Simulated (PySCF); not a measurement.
**Spin states of InS⁺**

Unrestricted PBE0; basis In def2-SVPD with ECP28, S def2-SVPD; scalar-relativistic core potentials; PySCF 2.14. Outer shells of the fragments: In+ 4d10 5s2; S 3s2 3p4.

Followed along the bond (rough minima from three points):

```csv
2Ms+1,unpaired,⟨S²⟩ at the start,R at minimum (Å),Te (eV)
3,π ↑↑,2.01,3.16,0.00
3,"σ ↑, π ↑",2.01,2.64,0.25
1,π ↑↓,1.01,3.16,0.44
1,"σ ↓, π ↑",1.01,2.54,0.49
1,none,0.00,none in the scan,≤ 1.30
```

Solutions found at the starting distance of 2.475 Å, counted from the lowest of them; the search is not exhaustive and high or unbound solutions are not listed, so other states can lie among these:

```tsv
2Ms+1	unpaired	term	E (eV)	⟨S²⟩	⟨Lz²⟩	μ (D)
3	σ ↑, π ↑	³Π	0.00	2.01	1.01	-1.14
1	σ ↓, π ↑	mixed	0.23	1.01	1.01	-1.33
3	π ↑↑	³Σ⁻	0.54	2.01	0.00	2.34
1	π ↑↓	mixed	0.98	1.01	2.02	2.33
1	none	¹Σ⁺	1.20	0.00	0.00	-3.62
1	none	mixed	2.40	0.00	2.00	2.37
3	σ ↑↑	³Σ⁺	3.70	2.02	0.00	-3.66
3	π ↑↑	mixed	4.44	2.04	2.01	-0.36
3	σ ↑, π ↑↑↓	mixed	4.58	3.01	3.02	2.97
3	π ↑↑	mixed	4.61	2.04	2.01	-0.33
```

A term symbol is given only where ⟨S²⟩ and ⟨Lz²⟩ are close to those of a pure state; real π, δ and φ orbitals otherwise mix terms. A positive dipole points towards S; it is taken about the centre of mass and depends on that origin.

Task: Compare the gap between the two lowest followed solutions at the starting distance with the gap between their minima.

Result: At PBE0 the second solution (triplet, unpaired electrons σ ↑, π ↑) lies -0.54 eV from the first (triplet, unpaired electrons π ↑↑) at 2.475 Å and +0.25 eV at the minima; the two curves relax by different amounts, since their minima lie near 2.64 and 3.16 Å.

Spin–orbit coupling is left out. Counting both spins, an empty level lies below a filled one in some of these solutions, because spin and occupation are held.
